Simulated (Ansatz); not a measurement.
Relaxation of CH6AlFO (10 atoms, charge 0, multiplicity 1), to a largest force component of 0.03 eV/Å in at most 50 steps.

Theory: UKS PBE-D4/6-31G* (Ansatz).

```xyz
10
Properties=species:S:1:pos:R:3
Al -1.516 0.351 0.284
F -0.571 -2.256 -1.031
H -1.745 1.414 -0.888
H -2.606 -0.353 1.204
H 0.005 -2.015 -0.349
O 0.202 -0.046 0.747
C 1.317 0.597 0.129
H 2.246 0.140 0.515
H 1.353 1.679 0.363
H 1.315 0.488 -0.974
```

Problem. Where does it end, and by what steps?

Solution. The forces met the threshold. After 16 steps the energy has fallen by 1.627 eV; H5 moved furthest, 0.97 Å. Parted: F2–H5 (0.93 → 2.07 Å). Joined: Al1–F2 (3.07 → 1.71 Å), H5–O6 (2.26 → 0.99 Å).

```tsv
step	energy less start (eV)	largest force component (eV/Å)	accepted
0	0.0000	1.417	yes
1	-0.2244	0.714	yes
2	-0.4514	0.500	yes
3	-0.6953	0.837	yes
4	-0.8205	1.001	yes
5	-0.9632	0.914	yes
6	-1.1445	2.122	yes
7	-1.3600	1.264	yes
8	-1.4278	2.309	yes
9	-1.5650	0.551	yes
10	-1.6039	0.355	yes
11	-1.6195	0.336	yes
12	-1.6225	0.125	yes
13	-1.6257	0.090	yes
14	-1.6273	0.031	yes
15	-1.6272	0.037	no
16	-1.6274	0.004	yes
```

```xyz
10
Properties=species:S:1:pos:R:3
Al -1.579 -0.235 -0.081
F -1.329 -1.747 -0.842
H -1.476 1.052 -1.043
H -2.491 -0.262 1.236
H 0.461 -1.276 0.075
O 0.339 -0.416 0.548
C 1.339 0.537 0.097
H 2.339 0.170 0.375
H 1.129 1.475 0.626
H 1.268 0.703 -0.991
```

Time of the run: 20 s on 2 threads of Intel(R) Xeon(R) 6975P-C (Granite Rapids), on a shared host, peak memory 0.19 GiB.
